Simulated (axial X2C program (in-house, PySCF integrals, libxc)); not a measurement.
**One splitting, several methods: ²Π3/2 − ²Π1/2**

Computed with an axial X2C code built on PySCF integrals: two-component X2C with atomic mean-field Coulomb and Gaunt terms, Dyall basis sets with cores contracted in-house. Vertical splittings E(Ω = 3/2) − E(Ω = 1/2) of the lowest ²Π state.

Correlated electrons in EOM-CCSD (inner shells frozen, about 90 virtual spinors): SbCl²⁺ 10, SbTe⁺ 10, HI 8, IO⁻ 14.

```tsv
molecule	method	R (Å)	splitting (cm⁻¹)
SbCl⁺	PBE0 determinants, 2c, cv3z/av3z	2.250	3567
SbTe	PBE0 determinants, 2c, cv3z/cv3z	2.543	3443
HI⁺	PBE0 determinants, 2c, cv3z/v3z	1.650	-5524
IO	PBE0 determinants, 2c, cv3z/av3z	1.863	-2203
```

The other methods give:

| molecule | method | R (Å) | splitting (cm⁻¹) |
| --- | --- | --- | --- |
| SbCl⁺ | EOM-EA-CCSD from SbCl²⁺, 2c, acv3z/av3z | 2.248 | 3273 |
| SbTe | EOM-EA-CCSD from SbTe⁺, 2c, acv3z/acv3z | 2.538 | 3126 |
| HI⁺ | EOM-IP-CCSD from HI, 2c, cv3z/v3z | 1.616 | -5206 |
| IO | EOM-IP-CCSD from IO⁻, 2c, acv3z/av3z | 1.925 | -1992 |

The distances differ by up to 0.06 Å between runs. Collinear functionals lack a current term; a negative value is an inverted multiplet.

(1) By what ratio do the methods differ, for splittings above 30 cm⁻¹?

Answers

(1) SbCl⁺: EOM-EA-CCSD over PBE0 0.92; SbTe: EOM-EA-CCSD over PBE0 0.91; HI⁺: EOM-IP-CCSD over PBE0 0.94; IO: EOM-IP-CCSD over PBE0 0.90.
